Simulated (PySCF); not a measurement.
# Computed data sheet: `Cc1cpc(C)o1`

Compound: C₅H₇OP.
Z-matrix (Å and degrees, GFN2-xTB geometry), rows numbered from 1:
```
C 
C   1  1.4902
C   2  1.3569  1  129.17
P   3  1.7677  2  111.40  1   179.95
C   4  1.7177  3   87.38  2     0.02
C   5  1.4928  4  129.34  3  -179.96
O   2  1.3436  1  116.61  3   179.95
H   1  1.0894  2  110.14  3  -120.48
H   1  1.0854  2  109.94  3     0.03
H   1  1.0895  2  110.18  3   120.57
H   3  1.0739  2  124.16  1    -0.04
H   6  1.0890  5  110.80  4   -59.70
H   6  1.0890  5  110.79  4    60.06
H   6  1.0877  5  109.23  4  -179.84
```

Among its groups: aromatic ring with oxygen.

GFN2-xTB geometry:

```
Point group of the GFN2-xTB geometry                  : Cs
Rotational constants A, B, C of the GFN2-xTB geometry : 3.799, 1.983, 1.324 GHz
```

**CAM-B3LYP/def2-SVPD ground state and vertical TDDFT (core frozen in the response) (PySCF)**

```
Dipole moment                                                     : 1.56 D
HOMO energy                                                       : -7.41 eV
LUMO energy                                                       : 0.50 eV
HOMO–LUMO gap                                                     : 7.91 eV
Lowest singlet excitation                                         : 5.09 eV (244 nm, f = 0.131)
Strongest line among the 8 lowest singlet transitions             : S6 at 6.65 eV (187 nm, f = 0.324)
Lowest triplet excitation (Tamm–Dancoff)                          : 3.02 eV
Static isotropic polarisability                                   : 85.1 au
Electronic spatial extent ⟨r²⟩ about the centre of nuclear charge : 908 bohr²
```

PBE0/pcSseg-1 ground state and GIAO shieldings, non-relativistic (PySCF):

```
Lowest Hirshfeld atomic charge                              : -0.16 e on C3
Highest Hirshfeld atomic charge                             : +0.07 e on C2
13C chemical shifts (computed TMS as zero) by class         : 205.0 (C5), 161.2 (C2), 129.1 (C3), 21.3 (C6), 18.7 (C1) ppm
1H chemical shifts (computed TMS as zero) by class          : 6.81 (H11), 2.92 (H12/H13/H14), 2.52 (H8/H9/H10) ppm
Isotropic shieldings of nuclei other than C and H, by class : -36 (O7), 197 (P4) ppm
Mayer bond orders between heavy atoms                       : C1–C2 1.08, C2–C3 1.57, C3–P4 1.14, P4–C5 1.53, C5–C6 1.04, C5–O7 1.07, O7–C2 1.04
```

Monoisotopic mass from the formula: 114.0235 u.

The polarisability is 12.61 Å³ as a volume (1 au = 0.148185 Å³), or 1.42 au for each of the 60 electrons. The principal polarisabilities are 59.7, 92.4 and 103.2 au; their mean is the isotropic value. No computed singlet falls in the visible range (750 to 380 nm, 1.65 to 3.26 eV); S1 lies 1.83 eV above its blue end. The vertical singlet–triplet gap S1 − T1 is 2.07 eV (TDDFT singlet less Tamm–Dancoff triplet; S1: HOMO→LUMO, weight 0.95; T1: HOMO→LUMO, weight 0.94).

Geometry: GFN2-xTB; no solvent or vibrations. GFN2-xTB frequencies show an imaginary mode (97i cm⁻¹), so this geometry is no minimum at that level. NMR classes are plain means over equivalent atoms (diastereotopic ones count apart unless rotation or inversion swaps them), as if these changed places fast; in this geometry the members of some classes differ.
